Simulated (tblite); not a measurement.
A geometry optimisation, step by step.

Compound: C5H8Ge2.
Numbering: `[CH:1]#[C:2][C@H:3]1[CH:4]=[CH:5][GeH2:6][GeH2:7]1` (hydrogens: H8 on C1; H9 on C3; H10 on C4; H11 on C5; H12, H13 on Ge6; H14, H15 on Ge7)

Computed with GFN2-xTB (tblite), gas phase: L-BFGS steps from a force-field or distance-geometry start until the largest atomic force falls under 0.01 eV/Å. 13 of its 43 geometries are shown.

Step 0: E = -503.4935 eV, largest atomic force 1.455 eV/Å
```
atom  x, y, z in Å  |  force x, y, z in eV/Å
C1     -3.043    0.602    0.190   -0.742  -0.106   0.042
C2     -1.862    0.776    0.148    1.257   0.360   0.201
C3     -0.398    0.972    0.121   -1.189   0.598   0.553
C4      0.230    0.350    1.333    0.908  -1.040   0.429
C5      1.135   -0.653    1.285   -0.723   0.807   0.211
Ge6     1.681   -1.323   -0.428    0.287  -0.376  -0.728
Ge7     0.303    0.212   -1.531    0.477  -0.620  -1.227
H8     -4.093    0.463    0.224    0.389   0.024  -0.033
H9     -0.190    2.061    0.123   -0.235  -0.278   0.181
H10    -0.066    0.710    2.325   -0.130   0.114  -0.466
H11     1.554   -1.073    2.183   -0.120   0.139   0.277
H12     1.220   -2.789   -0.637    0.543   0.425   0.184
H13     3.183   -1.048   -0.682   -0.429  -0.485   0.212
H14    -0.789   -0.510   -2.358    0.299   0.653   0.121
H15     1.130    1.258   -2.319   -0.592  -0.213   0.044
```

Step 4: E = -503.6865 eV, largest atomic force 0.417 eV/Å
```
atom  x, y, z in Å  |  force x, y, z in eV/Å
C1     -3.039    0.603    0.192    0.322   0.050   0.020
C2     -1.854    0.790    0.167   -0.135   0.048   0.176
C3     -0.422    0.977    0.142    0.176  -0.085  -0.255
C4      0.236    0.337    1.339    0.239  -0.337  -0.055
C5      1.134   -0.652    1.285   -0.203   0.205  -0.062
Ge6     1.690   -1.336   -0.457   -0.040   0.069   0.088
Ge7     0.325    0.184   -1.576    0.000   0.019   0.212
H8     -4.075    0.463    0.222   -0.110  -0.032  -0.017
H9     -0.204    2.055    0.138   -0.097  -0.061   0.142
H10    -0.076    0.720    2.306   -0.085   0.068  -0.079
H11     1.545   -1.062    2.198   -0.074   0.101   0.056
H12     1.258   -2.768   -0.625    0.352  -0.026   0.071
H13     3.161   -1.083   -0.668   -0.007  -0.358   0.091
H14    -0.776   -0.469   -2.359   -0.043   0.316  -0.200
H15     1.092    1.248   -2.324   -0.295   0.023  -0.188
```

Step 7: E = -503.7713 eV, largest atomic force 0.334 eV/Å
```
atom  x, y, z in Å  |  force x, y, z in eV/Å
C1     -3.026    0.605    0.198    0.016   0.001   0.029
C2     -1.845    0.808    0.205    0.003  -0.183  -0.149
C3     -0.406    0.961    0.124   -0.225   0.177   0.172
C4      0.238    0.320    1.326   -0.148   0.260   0.053
C5      1.134   -0.656    1.279    0.047  -0.056   0.207
Ge6     1.690   -1.332   -0.455    0.072  -0.077   0.194
Ge7     0.333    0.176   -1.573   -0.215   0.204  -0.074
H8     -4.066    0.460    0.217    0.043   0.030   0.034
H9     -0.225    2.044    0.171    0.151  -0.017  -0.036
H10    -0.096    0.734    2.280    0.043  -0.110  -0.139
H11     1.526   -1.038    2.213    0.024  -0.037  -0.035
H12     1.342   -2.767   -0.606    0.069  -0.298   0.007
H13     3.153   -1.167   -0.644    0.290  -0.103   0.012
H14    -0.777   -0.388   -2.396   -0.121   0.082  -0.136
H15     1.018    1.248   -2.361   -0.047   0.128  -0.141
```

Step 10: E = -503.8081 eV, largest atomic force 0.240 eV/Å
```
atom  x, y, z in Å  |  force x, y, z in eV/Å
C1     -3.023    0.606    0.204   -0.188  -0.037   0.018
C2     -1.842    0.796    0.205    0.003  -0.024  -0.099
C3     -0.414    0.969    0.129    0.064   0.002   0.006
C4      0.234    0.327    1.321    0.075  -0.077   0.017
C5      1.130   -0.653    1.293   -0.037   0.057  -0.069
Ge6     1.697   -1.339   -0.434    0.058  -0.085  -0.139
Ge7     0.314    0.194   -1.573    0.073  -0.069  -0.114
H8     -4.061    0.462    0.220   -0.043  -0.003   0.038
H9     -0.217    2.042    0.181    0.065   0.166  -0.047
H10    -0.103    0.733    2.263   -0.066   0.058   0.223
H11     1.522   -1.033    2.222    0.032  -0.049   0.117
H12     1.389   -2.800   -0.596    0.008  -0.050   0.044
H13     3.182   -1.218   -0.631    0.049  -0.007   0.048
H14    -0.794   -0.341   -2.431   -0.085   0.030  -0.018
H15     0.978    1.265   -2.395   -0.009   0.089  -0.026
```

Step 14: E = -503.8184 eV, largest atomic force 0.070 eV/Å
```
atom  x, y, z in Å  |  force x, y, z in eV/Å
C1     -3.029    0.604    0.208    0.033   0.003   0.006
C2     -1.845    0.790    0.192    0.002   0.033  -0.034
C3     -0.411    0.974    0.130   -0.006  -0.023  -0.010
C4      0.235    0.328    1.328   -0.022   0.018  -0.001
C5      1.131   -0.652    1.294    0.000   0.006  -0.011
Ge6     1.705   -1.349   -0.441   -0.005   0.012   0.027
Ge7     0.318    0.192   -1.586    0.013   0.007   0.000
H8     -4.068    0.461    0.226    0.019  -0.006   0.027
H9     -0.209    2.054    0.177   -0.022  -0.055  -0.038
H10    -0.109    0.734    2.276    0.027  -0.041  -0.013
H11     1.522   -1.035    2.229   -0.016  -0.004  -0.061
H12     1.403   -2.817   -0.586   -0.002  -0.003   0.035
H13     3.197   -1.233   -0.620    0.000   0.005   0.035
H14    -0.809   -0.324   -2.441   -0.015   0.025   0.030
H15     0.967    1.280   -2.408   -0.005   0.023   0.010
```

Step 18: E = -503.8208 eV, largest atomic force 0.053 eV/Å
```
atom  x, y, z in Å  |  force x, y, z in eV/Å
C1     -3.026    0.603    0.211   -0.026  -0.004   0.002
C2     -1.845    0.796    0.181    0.009  -0.033   0.012
C3     -0.410    0.969    0.125   -0.011   0.012  -0.014
C4      0.232    0.329    1.327    0.004  -0.026  -0.046
C5      1.130   -0.650    1.288   -0.017  -0.007  -0.014
Ge6     1.707   -1.350   -0.440    0.008  -0.012  -0.011
Ge7     0.323    0.191   -1.590   -0.020   0.014  -0.001
H8     -4.066    0.459    0.235    0.022   0.005   0.017
H9     -0.211    2.047    0.166    0.028   0.035  -0.015
H10    -0.106    0.727    2.280   -0.019   0.004  -0.025
H11     1.519   -1.038    2.219    0.018  -0.018   0.021
H12     1.406   -2.820   -0.574   -0.005   0.013   0.021
H13     3.200   -1.236   -0.607    0.002   0.009   0.021
H14    -0.817   -0.312   -2.436    0.006   0.009   0.017
H15     0.962    1.291   -2.408    0.000   0.000   0.017
```

Step 21: E = -503.8216 eV, largest atomic force 0.048 eV/Å
```
atom  x, y, z in Å  |  force x, y, z in eV/Å
C1     -3.026    0.603    0.212    0.036   0.003   0.003
C2     -1.844    0.794    0.178   -0.005  -0.001   0.016
C3     -0.411    0.970    0.121    0.030   0.014  -0.012
C4      0.230    0.327    1.323    0.000   0.007   0.025
C5      1.128   -0.651    1.286    0.018  -0.032   0.010
Ge6     1.708   -1.351   -0.440   -0.007   0.020  -0.021
Ge7     0.322    0.194   -1.591    0.021  -0.012   0.007
H8     -4.064    0.459    0.241   -0.045  -0.008   0.015
H9     -0.208    2.049    0.160    0.000  -0.003   0.003
H10    -0.108    0.724    2.277   -0.020   0.003  -0.039
H11     1.520   -1.040    2.217   -0.019   0.012  -0.021
H12     1.406   -2.820   -0.567   -0.003  -0.003   0.007
H13     3.202   -1.235   -0.600    0.001   0.004   0.011
H14    -0.820   -0.308   -2.432   -0.011  -0.004  -0.009
H15     0.961    1.295   -2.406    0.004   0.001   0.007
```

Step 24: E = -503.8219 eV, largest atomic force 0.021 eV/Å
```
atom  x, y, z in Å  |  force x, y, z in eV/Å
C1     -3.025    0.602    0.213   -0.004  -0.002   0.008
C2     -1.843    0.793    0.179    0.005   0.008   0.002
C3     -0.409    0.971    0.119   -0.004  -0.009   0.005
C4      0.231    0.326    1.320    0.008   0.009  -0.006
C5      1.128   -0.653    1.284   -0.007   0.011  -0.007
Ge6     1.708   -1.350   -0.443    0.004  -0.004   0.005
Ge7     0.324    0.193   -1.591   -0.005   0.001  -0.012
H8     -4.064    0.458    0.245    0.017  -0.001   0.012
H9     -0.207    2.049    0.158   -0.001  -0.007   0.008
H10    -0.111    0.723    2.272   -0.017   0.005   0.000
H11     1.518   -1.041    2.215   -0.011  -0.006   0.001
H12     1.406   -2.820   -0.562   -0.002  -0.004  -0.004
H13     3.203   -1.234   -0.595    0.006   0.004   0.001
H14    -0.821   -0.305   -2.431   -0.002  -0.008  -0.011
H15     0.960    1.297   -2.404    0.012   0.002  -0.002
```

Step 28: E = -503.8221 eV, largest atomic force 0.022 eV/Å
```
atom  x, y, z in Å  |  force x, y, z in eV/Å
C1     -3.024    0.602    0.216    0.006  -0.001   0.010
C2     -1.842    0.794    0.180    0.000   0.000  -0.004
C3     -0.409    0.970    0.117    0.001   0.009  -0.012
C4      0.231    0.327    1.319   -0.020  -0.009   0.001
C5      1.127   -0.653    1.282    0.001   0.003   0.007
Ge6     1.709   -1.350   -0.443   -0.002   0.003   0.000
Ge7     0.323    0.193   -1.594    0.003  -0.002   0.002
H8     -4.062    0.457    0.252   -0.002  -0.002   0.011
H9     -0.206    2.048    0.158    0.002   0.009  -0.006
H10    -0.117    0.724    2.268    0.006  -0.003   0.005
H11     1.515   -1.043    2.213   -0.005  -0.004   0.004
H12     1.406   -2.821   -0.561    0.006   0.006  -0.005
H13     3.205   -1.233   -0.592   -0.005  -0.001  -0.002
H14    -0.823   -0.306   -2.433    0.010   0.001  -0.007
H15     0.963    1.298   -2.403    0.002  -0.007  -0.003
```

Step 32: E = -503.8224 eV, largest atomic force 0.029 eV/Å
```
atom  x, y, z in Å  |  force x, y, z in eV/Å
C1     -3.022    0.600    0.224   -0.006   0.000   0.005
C2     -1.841    0.795    0.179   -0.008   0.006  -0.017
C3     -0.408    0.972    0.113    0.003  -0.002   0.025
C4      0.226    0.326    1.316    0.026   0.013   0.005
C5      1.125   -0.651    1.282   -0.014  -0.023  -0.003
Ge6     1.710   -1.349   -0.443   -0.004   0.011   0.009
Ge7     0.324    0.193   -1.597    0.012   0.004   0.008
H8     -4.059    0.455    0.264   -0.011  -0.005   0.012
H9     -0.204    2.050    0.155    0.003  -0.002  -0.013
H10    -0.123    0.723    2.266   -0.003  -0.010  -0.009
H11     1.508   -1.047    2.213   -0.007   0.012  -0.003
H12     1.408   -2.820   -0.561    0.004   0.000  -0.004
H13     3.205   -1.231   -0.589   -0.004   0.000  -0.005
H14    -0.820   -0.306   -2.439    0.011   0.003  -0.004
H15     0.968    1.297   -2.404   -0.001  -0.008  -0.006
```

Step 35: E = -503.8228 eV, largest atomic force 0.031 eV/Å
```
atom  x, y, z in Å  |  force x, y, z in eV/Å
C1     -3.019    0.599    0.236   -0.016   0.003  -0.001
C2     -1.840    0.799    0.175   -0.007   0.001   0.005
C3     -0.406    0.975    0.109   -0.016  -0.008  -0.012
C4      0.222    0.327    1.314    0.021   0.014  -0.013
C5      1.119   -0.653    1.281   -0.020  -0.007  -0.006
Ge6     1.709   -1.346   -0.442    0.010  -0.028  -0.007
Ge7     0.328    0.192   -1.601   -0.011   0.012   0.007
H8     -4.057    0.452    0.284    0.012   0.000   0.005
H9     -0.201    2.053    0.149    0.004  -0.007  -0.005
H10    -0.132    0.721    2.262   -0.007   0.002   0.014
H11     1.496   -1.050    2.213    0.005   0.000   0.018
H12     1.411   -2.818   -0.562    0.001   0.002  -0.002
H13     3.204   -1.229   -0.586    0.003   0.006  -0.002
H14    -0.814   -0.307   -2.448    0.017   0.007   0.010
H15     0.975    1.294   -2.406    0.003   0.003  -0.010
```

Step 38: E = -503.8230 eV, largest atomic force 0.014 eV/Å
```
atom  x, y, z in Å  |  force x, y, z in eV/Å
C1     -3.019    0.599    0.241    0.001   0.005  -0.003
C2     -1.841    0.801    0.173   -0.001   0.000   0.013
C3     -0.407    0.976    0.107    0.001  -0.001  -0.004
C4      0.222    0.328    1.312   -0.012  -0.005   0.002
C5      1.115   -0.655    1.281    0.003   0.001   0.003
Ge6     1.710   -1.347   -0.442   -0.002  -0.001  -0.003
Ge7     0.328    0.193   -1.601    0.011   0.001  -0.001
H8     -4.056    0.450    0.294   -0.007  -0.001   0.003
H9     -0.200    2.053    0.146   -0.005  -0.003  -0.003
H10    -0.135    0.720    2.260    0.006   0.005  -0.003
H11     1.491   -1.052    2.214   -0.004   0.003  -0.001
H12     1.413   -2.817   -0.563    0.000  -0.013  -0.004
H13     3.205   -1.227   -0.585    0.004   0.005   0.000
H14    -0.809   -0.306   -2.451    0.005   0.002   0.005
H15     0.978    1.293   -2.408    0.001   0.003  -0.004
```

Step 42: E = -503.8231 eV, largest atomic force 0.008 eV/Å
```
atom  x, y, z in Å  |  force x, y, z in eV/Å
C1     -3.020    0.599    0.243   -0.004   0.001   0.001
C2     -1.841    0.802    0.175    0.000  -0.004  -0.004
C3     -0.407    0.976    0.105   -0.001  -0.001   0.005
C4      0.220    0.328    1.311    0.005  -0.001  -0.003
C5      1.113   -0.656    1.281    0.001  -0.001  -0.004
Ge6     1.710   -1.348   -0.442    0.001  -0.003   0.007
Ge7     0.331    0.194   -1.601    0.001  -0.001  -0.001
H8     -4.056    0.449    0.300    0.000   0.003   0.002
H9     -0.200    2.053    0.143   -0.002   0.002   0.001
H10    -0.137    0.721    2.259    0.002   0.004  -0.003
H11     1.487   -1.052    2.215   -0.001  -0.001  -0.001
H12     1.414   -2.820   -0.564    0.003   0.001  -0.003
H13     3.205   -1.225   -0.584   -0.004   0.000   0.003
H14    -0.806   -0.305   -2.452   -0.002  -0.002  -0.001
H15     0.981    1.293   -2.410    0.002   0.003   0.001
```

Task: Summarise the path.

Result: The energy falls by 31.80 kJ/mol from step 0 to step 42; nine tenths of that is first reached at step 9. It falls at every step. The largest force goes from 1.455 to 0.008 eV/Å. Among the bonds C3–Ge7 changes most, from 1.949 to 2.017 Å; the atoms move by 0.117 Å rms after alignment.

Task: Follow the three bonds and two angles with the largest change from start to end.

Result: 
```
step  E above end (kJ/mol)  largest force (eV/Å)  C3–Ge7 (Å)  Ge6–H12 (Å)  Ge7–H14 (Å)  H12–Ge6–H13 (°)  H14–Ge7–H15 (°)
   0                 31.80                 1.455       1.949        1.551        1.549            115.8            114.8
   2                 19.94                 1.790       2.027        1.520        1.512            116.1            115.8
   4                 13.18                 0.417       2.034        1.506        1.501            115.1            114.9
   5                  9.36                 0.580       2.030        1.492        1.493            113.2            112.9
   7                  4.99                 0.334       2.010        1.484        1.492            109.0            108.7
   9                  2.21                 0.316       2.003        1.496        1.497            106.0            105.9
  11                  0.97                 0.161       2.013        1.505        1.501            105.3            105.4
  13                  0.52                 0.082       2.021        1.506        1.505            105.2            105.1
  15                  0.40                 0.064       2.021        1.506        1.507            105.1            105.0
  16                  0.33                 0.086       2.021        1.506        1.507            105.1            104.9
  18                  0.22                 0.053       2.021        1.507        1.507            105.2            105.0
  20                  0.17                 0.046       2.019        1.506        1.505            105.3            105.1
  22                  0.13                 0.033       2.017        1.505        1.504            105.4            105.2
  24                  0.11                 0.021       2.017        1.506        1.505            105.4            105.2
  26                  0.10                 0.025       2.017        1.506        1.505            105.5            105.3
  27                  0.09                 0.021       2.017        1.506        1.506            105.5            105.4
  29                  0.08                 0.019       2.017        1.506        1.505            105.6            105.5
  31                  0.07                 0.022       2.017        1.506        1.505            105.6            105.5
  33                  0.05                 0.041       2.017        1.506        1.506            105.5            105.5
  35                  0.03                 0.031       2.018        1.506        1.507            105.4            105.4
  37                  0.01                 0.016       2.018        1.505        1.506            105.4            105.3
  38                  0.01                 0.014       2.017        1.505        1.506            105.4            105.3
  40                  0.00                 0.014       2.017        1.505        1.505            105.5            105.3
  42                  0.00                 0.008       2.017        1.506        1.505            105.5            105.3
```

What follows is the cost of the whole relaxation. Hardware: Arm Neoverse N1, one thread, shared host with 64 logical CPUs at a one-minute load of 61. Cost: 0.53 s.
